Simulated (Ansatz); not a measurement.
Total energies of TiF₄ from Ansatz at PBE0-D4/def2-TZVPD, gas phase (1 Eh = 27.2114 eV = 2625.5 kJ/mol). The reference geometry is relaxed at PBE-D4/def2-SVP.

```csv
state,geometry,energy (Eh)
charge 0 singlet,reference,-1248.74258
charge -1 doublet,reference,-1248.76852
free Ti atom (triplet),–,-849.14320
free F atom (doublet),–,-99.67703
```

Problem. Work out the vertical electron affinity, to the doublet.

Solution. E(charge 0 singlet) − E(charge -1 doublet) = -1248.74258 − (-1248.76852) = 0.02594 Eh = 0.71 eV.

Problem. What is the binding energy per atom against free atoms?

Solution. Atoms: 1 × (-849.14320) + 4 × (-99.67703) = -1247.85132 Eh. Binding: -1247.85132 − (-1248.74258) = 0.89126 Eh = 24.25 eV, or 4.85 eV for each of 5 atoms (no zero-point energy, no counterpoise term).

At PBE0-D4/def2-TZVPD the highest occupied level of the charge -1 doublet lies above zero (up to 1.94 eV). By energy differences its removal costs 0.71 eV (vertical, to the charge 0 singlet, at PBE0-D4/def2-TZVPD); a positive level beside a positive removal energy at the same level points to self-interaction error.
